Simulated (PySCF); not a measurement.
BF2H4P.
Cartesian coordinates in Å at the PBE0-D3(BJ)/def2-SVP level; atoms count from 1:
```xyz
8
BF2H4P angstrom
B     -1.062   -0.154   -0.057
P      0.755    0.104    0.033
F      1.679   -0.952   -0.703
F      1.330    1.452   -0.569
H     -1.418   -0.113   -1.216
H     -1.154   -1.241    0.497
H     -1.443    0.766    0.655
H      1.368    0.120    1.307
```

The calculation used PySCF, TDDFT CAM-B3LYP/def2-SVPD, vertical, gas phase, core orbitals frozen in the response.

Each state is given a Gaussian of 0.25 eV full width at half maximum, with ε(max) = 2.175×10⁸ f / Δν̃ (Δν̃ the width in cm⁻¹). The width is an assumption, not a result. The curve ends short of the highest state used, and states not computed would add to its high-energy end.

E (eV), ε (L mol⁻¹ cm⁻¹) and a bar:
```
     7.09          1 
     7.12          4 
     7.15          9 
     7.19         24 
     7.22         48 
     7.25         88 
     7.29        175 
     7.32        266 
     7.35        375 #
     7.39        526 #
     7.42        621 #
     7.46        698 #
     7.49        713 #
     7.52        701 #
     7.56        680 #
     7.59        687 #
     7.62        732 #
     7.66        858 #
     7.69        994 #
     7.72       1156 ##
     7.76       1401 ##
     7.79       1616 ##
     7.82       1887 ###
     7.86       2424 ###
     7.89       3031 ####
     7.92       3846 ######
     7.96       5191 #######
     7.99       6235 #########
     8.02       7099 ##########
     8.06       7647 ###########
     8.09       7459 ###########
     8.12       6768 ##########
     8.16       5303 ########
     8.19       4056 ######
     8.22       2900 ####
     8.26       1744 ###
     8.29       1279 ##
     8.32       1234 ##
     8.36       1972 ###
     8.39       3272 #####
     8.42       5323 ########
     8.46       9207 #############
     8.49      12700 ##################
     8.52      16185 #######################
     8.56      19757 ############################
     8.59      20903 ##############################
     8.62      20419 #############################
     8.66      17480 #########################
     8.69      14173 ####################
     8.72      10610 ###############
     8.76       6373 #########
     8.79       3970 ######
     8.82       2305 ###
     8.86       1070 ##
     8.89        710 #
     8.92        728 #
```

(1) Where are the band maxima, and which computed states make them?

(2) Coming from long wavelengths, where does ε first pass 100 L mol⁻¹ cm⁻¹?

Answers

(1) 166 nm (7.49 eV), ε about 710, made up of S1 (89%) (hardly more than a shoulder); 154 nm (8.06 eV), ε about 7700, made up of S4 (58%) and S5 (40%); 144 nm (8.60 eV), ε about 21000, made up of S6 (100%) (ε in L mol⁻¹ cm⁻¹; maxima over ε = 5, shares over 10%). At its high-energy end, 8.92 eV, the curve is still rising (ε about 730, from S6 and S7). The states used: S1 7.46 eV (f 0.0061); S2 7.70 eV (f 0.0045); S3 7.84 eV (f 0.010); S4 8.05 eV (f 0.042); S5 8.10 eV (f 0.030); S6 8.60 eV (f 0.194); S7 9.17 eV (f 0.060); S8 9.23 eV (f 0.044); S9 9.30 eV (f 0.124); S10 9.52 eV (f 0.051).

(2) At about 171 nm (7.26 eV), 0.21 eV below S1.

All these states lie below the vertical ionisation energy of 12.02 eV (ΔSCF).
